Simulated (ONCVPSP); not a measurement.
**Potentials for molybdenum (Mo) compared**

Generated with ld1.x 7.5 (TM, RRKJ, ultrasoft, PAW), atompaw 4.2 or ONCVPSP 4.0.1. The cutoff is in Ry: for ld1.x and atompaw files where the sum of valence levels is converged to 10 mRy in a Bessel basis, for ONCV files where the hardest occupied wave has 1 mHa per electron of residual kinetic energy. The error is the largest all-electron minus pseudo excitation energy over each file’s own four to seven test configurations (ionisations up to +4, promotions, holes and added fractions of an electron), all of which were solved. The labels leave out finer settings (local radius, basis sizes, second energies), which also bear on the numbers. Spin-polarised tests are not counted. The rows are a selection from randomly drawn settings: files with unsolved tests, undetermined cutoffs or missed reference levels are left out.

A true bound ghost makes a file unfit for plane-wave use even where its test errors are small: the radial tests pick states by their node count and pass the ghost by.

```tsv
potential	cutoff (Ry)	largest error (meV)	bound ghosts
ONCV, LDA (Perdew-Zunger), fully relativistic, rc 3.15/1.65/2.45/2.65 (spdf), local smoothed, core correction yes, reference 4p6 4d5 5s1, qcut 1.7/7/5.8/4.2, projectors 2/2/2/2	37	-53	s, f7/2, d3/2, f5/2
ONCV, PBEsol, scalar-relativistic, rc 1.20/1.85/2.15/2.10 (spdf), local smoothed, core correction yes, reference 4s2 4p6 4d4, qcut 6.7/9.2/7/5.5, projectors 2/2/1/2	91	+8.1	none
ONCV, PBE, scalar-relativistic, rc 3.25/3.35/1.80 (spd), local smoothed, core correction no, reference 4d5 5s1, qcut 1.8/2.7/4.8, projectors 2/2/2	109	-37	s, d
ONCV, PBE, scalar-relativistic, rc 1.80/1.35/1.80 (spd), local smoothed, core correction yes, reference 4s2 4p6 4d5 5s1, qcut 8.5/4.9/4.9, projectors 2/1/2	130	-57	none
ONCV, PBE, fully relativistic, rc 2.95/2.40/1.75/2.50 (spdf), local smoothed, core correction yes, reference 4d5 5s0.5, qcut 1.8/3/4.7/5, projectors 2/2/2/2	127	-56	p3/2, p1/2
```

Question: Fill in the row for Mo: ONCV, PBE, scalar-relativistic, rc 1.95/1.15/2.55 (spd), local smoothed, core correction yes, reference 4s2 4p6 4d5 5s0.5, qcut 6.2/6.1/6.4, projectors 3/1/3.

Answer: cutoff 170 Ry, largest error +246 meV, bound ghosts: none.

Question: Fill in the row for Mo: ONCV, LDA (Perdew-Wang 92), scalar-relativistic, rc 2.50/2.25/2.20 (spd), local smoothed, core correction yes, reference 4d5 5s1, qcut 2.3/3.4/8.3, projectors 1/2/1.

Answer: cutoff 37 Ry, largest error -189 meV, bound ghosts: none.
